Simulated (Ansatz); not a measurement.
ClH3S3Ti, SMILES `[SH][Ti]([SH])([SH])[Cl]`, relaxed with RKS PBE-D4/def2-SVP in Ansatz from a rough embedded geometry. The force threshold is 0.03 eV/Å; the program also tests the step.

The species carries charge 0 and has multiplicity 1.

Start:

```xyz
8

S     0.391    2.174    0.134
Ti    0.588   -0.057   -0.538
S     1.082   -1.374    1.389
S    -1.455   -0.847   -1.538
Cl    2.282   -0.275   -2.131
H    -0.655    1.950    0.999
H    -0.070   -1.031    2.018
H    -2.163   -0.539   -0.335
```

Q: By how much does the energy fall, and how many steps does the optimiser take? (An estimate is asked.)

A: Ansatz gave: 13.08 kcal/mol, in 14 steps, 1 of them rejected.

Q: Which bonds change most? (An estimate is asked.)

A: The calculation gave: Ti2–Cl5 from 2.335 to 2.179 Å; Ti2–S4 from 2.407 to 2.286 Å; Ti2–S3 from 2.386 to 2.286 Å; S4–H8 from 1.430 to 1.366 Å.

Q: Give the relaxed structure. (An estimate is asked.)

A: Computed: 
```xyz
8

S    -0.043    2.140   -0.126
Ti    0.489   -0.060   -0.448
S     1.128   -0.948    1.559
S    -1.388   -1.157   -1.154
Cl    2.089   -0.255   -1.916
H    -0.058    1.897    1.219
H    -0.096   -1.550    1.635
H    -2.120   -0.069   -0.770
```
